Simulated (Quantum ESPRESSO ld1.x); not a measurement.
The numbers below are computed, except where a source is named.
Input file for ld1.x (Quantum ESPRESSO 7.5):

```
 &input
    zed=53.0,
    iswitch=1,
    rel=0,
    lsd=1,
    dft='SLA-NOC',
    config='[Kr] 4d10 5s2 5p5',
    verbosity='high',
    prefix='ld1',
    max_out_wfc=37,
    file_charge='ld1.rho',
 /
```

Command: `OMP_NUM_THREADS=1 ld1.x < ld1.in > ld1.out`

It prints (banner and zero overlaps left out):

```
     Program LD1 v.7.5 starts

     --------------------------- All-electron run ----------------------------

     atomic number is 53.00
     dft =SLA-NOC   lsd =1 sic =0 latt =0  beta=0.20 tr2=1.0E-14
     Exchange-correlation= SLA-NOC
                           (   1   0   0   0   0   0   0)
     mesh =1947 r(mesh) =  99.25657 a.u. xmin = -7.00 dx = 0.00800
     1 Ry =  13.60569312 eV

     n l     nl                  e(Ry)          e(Ha)          e(eV)
     1 0     1S 1( 1.00)   -2323.370961834   -1161.685480917 -31611.0723176
     2 0     2S 1( 1.00)    -349.987189390    -174.993594695  -4761.8182958
     2 1     2P 1( 3.00)    -329.043732807    -164.521866404  -4476.8680526
     3 0     3S 1( 1.00)     -70.350838824     -35.175419412   -957.1719240
     3 1     3P 1( 3.00)     -61.525467460     -30.762733730   -837.0966295
     4 0     4S 1( 1.00)     -12.117371594      -6.058685797   -164.8652394
     4 1     4P 1( 3.00)      -9.032165455      -4.516082727   -122.8888714
     3 2     3D 1( 5.00)     -45.062874989     -22.531437494   -613.1116483
     4 2     4D 1( 5.00)      -3.768662203      -1.884331101    -51.2752614
     5 0     5S 1( 1.00)      -1.127504954      -0.563752477    -15.3404864
     5 1     5P 1( 3.00)      -0.476117781      -0.238058890     -6.4779124
     1 0     1S 2( 1.00)   -2323.368594201   -1161.684297100 -31611.0401043
     2 0     2S 2( 1.00)    -349.985970330    -174.992985165  -4761.8017097
     2 1     2P 2( 3.00)    -329.041840940    -164.520920470  -4476.8423124
     3 0     3S 2( 1.00)     -70.348579298     -35.174289649   -957.1411816
     3 1     3P 2( 3.00)     -61.523026315     -30.761513158   -837.0634160
     4 0     4S 2( 1.00)     -12.112053701      -6.056026851   -164.7928858
     4 1     4P 2( 3.00)      -9.026129161      -4.513064581   -122.8067435
     3 2     3D 2( 5.00)     -45.060636195     -22.530318097   -613.0811880
     4 2     4D 2( 5.00)      -3.758930971      -1.879465485    -51.1428613
     5 0     5S 2( 1.00)      -1.074126035      -0.537063017    -14.6142292
     5 1     5P 2( 2.00)      -0.423431532      -0.211715766     -5.7610795

     final scf error:  8.9E-15 reached in  35 iterations

     Etot =  -13819.380044 Ry,   -6909.690022 Ha, -188022.244028 eV
     Total magnetization:    1.00 Bohr mag.

     Ekin =   13819.380046 Ry,    6909.690023 Ha,  188022.244053 eV
     Encl =  -32835.573957 Ry,  -16417.786978 Ha, -446750.742775 eV
     Eh   =    5527.736610 Ry,    2763.868305 Ha,   75208.687983 eV
     Exc  =    -330.922743 Ry,    -165.461372 Ha,   -4502.433290 eV

     normalization and overlap integrals

     s(1S/1S) =  1.000000  <r> =   0.0287  <r2> =    0.0011  r(max) =   0.0190
     s(2S/2S) =  1.000000  <r> =   0.1236  <r2> =    0.0179  r(max) =   0.1054
     s(2P/2P) =  1.000000  <r> =   0.1052  <r2> =    0.0134  r(max) =   0.0822
     s(3S/3S) =  1.000000  <r> =   0.3285  <r2> =    0.1231  r(max) =   0.2981
     s(3P/3P) =  1.000000  <r> =   0.3187  <r2> =    0.1176  r(max) =   0.2864
     s(4S/4S) =  1.000000  <r> =   0.7708  <r2> =    0.6712  r(max) =   0.7073
     s(4P/4P) =  1.000000  <r> =   0.8058  <r2> =    0.7400  r(max) =   0.7245
     s(3D/3D) =  1.000000  <r> =   0.2891  <r2> =    0.0988  r(max) =   0.2326
     s(4D/4D) =  1.000000  <r> =   0.9175  <r2> =    0.9860  r(max) =   0.7724
     s(5S/5S) =  1.000000  <r> =   2.0497  <r2> =    4.7691  r(max) =   1.7748
     s(5P/5P) =  1.000000  <r> =   2.5074  <r2> =    7.2843  r(max) =   2.0497
     s(1S/1S) =  1.000000  <r> =   0.0287  <r2> =    0.0011  r(max) =   0.0190
     s(2S/2S) =  1.000000  <r> =   0.1236  <r2> =    0.0179  r(max) =   0.1054
     s(2P/2P) =  1.000000  <r> =   0.1052  <r2> =    0.0134  r(max) =   0.0822
     s(3S/3S) =  1.000000  <r> =   0.3285  <r2> =    0.1231  r(max) =   0.2981
     s(3P/3P) =  1.000000  <r> =   0.3187  <r2> =    0.1176  r(max) =   0.2864
     s(4S/4S) =  1.000000  <r> =   0.7706  <r2> =    0.6709  r(max) =   0.7073
     s(4P/4P) =  1.000000  <r> =   0.8054  <r2> =    0.7393  r(max) =   0.7245
     s(3D/3D) =  1.000000  <r> =   0.2891  <r2> =    0.0988  r(max) =   0.2326
     s(4D/4D) =  1.000000  <r> =   0.9159  <r2> =    0.9818  r(max) =   0.7724
     s(5S/5S) =  1.000000  <r> =   2.0492  <r2> =    4.7743  r(max) =   1.7607
     s(5P/5P) =  1.000000  <r> =   2.5341  <r2> =    7.4787  r(max) =   2.0497

     ------------------------ End of All-electron run ------------------------
```

Run on one thread of a shared host, so times are rough (Intel(R) Xeon(R) Processor @ 2.60GHz): 0.45 s of CPU time, 1.2 s wall, 35 iterations on 1947 mesh points.
